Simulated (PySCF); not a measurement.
C4H6OS, SMILES C1(=C)S[C@@H](O1)C. The structure is a stationary point at B3LYP-D3(BJ)/def2-SVP. The structure was generated by enumeration; whether it is a known compound was not checked.

Computed equilibrium geometry at B3LYP-D3(BJ)/def2-SVP (PySCF confirms it by a frequency run) as a Z-matrix:
```
O
C 1 1.3705
C 2 1.3319 1 127.75
H 3 1.0893 2 120.40 1 -179.96
H 3 1.0912 4 119.78 2 -179.94
C 1 1.4337 2 98.79 3 -178.71
H 6 1.1024 1 110.22 2 112.41
C 6 1.5056 7 112.34 1 -126.74
H 8 1.0992 6 110.59 7 -178.63
H 8 1.1011 9 109.07 6 -121.48
H 8 1.1025 9 109.05 10 -118.11
S 2 1.7872 3 134.48 4 0.61
```
Charge 0, spin multiplicity 1.
